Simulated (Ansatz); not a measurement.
The cluster Ca3⁻. The state is a doublet with charge -1. Geometry r2SCAN/def2-TZVPD.

Cartesian coordinates in Å:
```
Ca -0.076 -0.836 -1.964
Ca -1.809 0.380 1.070
Ca 1.886 0.456 0.894
```

HSE06 is defined as in plane-wave codes, on full-range PBE exchange. At PBE/def2-SVPD, PBE/def2-TZVPD, HSE06/def2-TZVPD the highest occupied level of the charge -1 doublet lies above zero (up to 0.47 eV). Its loss leaves the charge 0 singlet, which lies 1.04 eV higher (vertical, at PBE/def2-TZVPD), but this difference is unsure: the singlet is doubtful (geometry relaxed on an unsound state). At PBE0/def2-SVPD, PBE0/def2-TZVPD, HSE06/def2-TZVPD the charge -1 doublet is spin-contaminated (final ⟨S²⟩ up to 0.88, 0.75 for a pure state). The geometry of the doublet was relaxed on an unsound state (⟨S²⟩ 1.37, where a pure state has 0.75). The structure comes from a short search, and lower isomers may exist.

**Question.** Estimate the α-spin orbital energies around the gap (eV) in Ansatz with PBE/def2-SVPD, PBE/def2-TZVPD, PBE0/def2-SVPD, PBE0/def2-TZVPD, HSE06/def2-TZVPD.

**Answer.** 
| orbital | PBE/def2-SVPD | PBE/def2-TZVPD | PBE0/def2-SVPD | PBE0/def2-TZVPD | HSE06/def2-TZVPD |
| --- | --- | --- | --- | --- | --- |
| HOMO−13 | -42.77 | -42.59 | -46.84 | -46.71 | -46.28 |
| HOMO−12 | -24.20 | -24.03 | -26.79 | -26.65 | -26.24 |
| HOMO−11 | -24.20 | -24.02 | -26.76 | -26.62 | -26.21 |
| HOMO−10 | -24.19 | -24.01 | -26.76 | -26.61 | -26.20 |
| HOMO−9 | -24.19 | -24.01 | -26.76 | -26.61 | -26.20 |
| HOMO−8 | -24.19 | -24.01 | -26.75 | -26.61 | -26.20 |
| HOMO−7 | -24.19 | -24.01 | -26.75 | -26.61 | -26.20 |
| HOMO−6 | -24.15 | -23.98 | -26.72 | -26.57 | -26.16 |
| HOMO−5 | -24.13 | -23.95 | -26.70 | -26.56 | -26.15 |
| HOMO−4 | -24.13 | -23.95 | -26.70 | -26.56 | -26.15 |
| HOMO−3 | -1.73 | -1.71 | -2.73 | -2.71 | -2.28 |
| HOMO−2 | -0.20 | -0.17 | -0.70 | -0.68 | -0.36 |
| HOMO−1 | -0.20 | -0.17 | -0.70 | -0.68 | -0.36 |
| HOMO | 0.44 | 0.47 | -0.12 | -0.10 | 0.25 |
| LUMO | 0.82 | 0.86 | 1.26 | 1.33 | 1.02 |
| LUMO+1 | 1.21 | 1.25 | 1.60 | 1.65 | 1.34 |
| LUMO+2 | 1.21 | 1.25 | 1.60 | 1.65 | 1.34 |
| LUMO+3 | 1.47 | 1.50 | 2.00 | 2.07 | 1.74 |
| LUMO+4 | 1.47 | 1.50 | 2.00 | 2.07 | 1.74 |
| LUMO+5 | 1.48 | 1.52 | 2.23 | 2.29 | 1.92 |
| β HOMO | -0.15 | -0.12 | -0.64 | -0.62 | -0.30 |
| β LUMO | 0.91 | 0.96 | 1.29 | 1.35 | 1.06 |
